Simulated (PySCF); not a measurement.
## Ionisation energy of Ge²⁺ by level of theory

Ge²⁺ [Ar] 3d10 4s2 (1S) → Ge³⁺ [Ar] 3d10 4s1 (2S), as a difference of total energies. Computed with PySCF 2.14 in aug-cc-pVQZ-PP with one added diffuse shell each of s, p, d, f, g type with ECP10MDF (8s7p6d4f3g, 114 functions), with scalar relativity through the core potential. Correlated levels: valence: 3s2 3p6 3d10 frozen. The calculations carry no spin-orbit coupling.

Problem. Order these methods by the ionisation energy they give, lowest first.
A. CCSD (valence)
B. SCS-MP2 (valence)
C. UHF
D. MP2 (valence)

Solution. C (32.191 eV), D (33.012 eV), B (33.176 eV), A (33.292 eV).

Errors of the correlated levels include the incompleteness of this basis and the frozen core.

With two correlated electrons CCSD is exact in that space.

For comparison: 34.058 eV (measured; NIST Atomic Spectra Database, ionization energies).
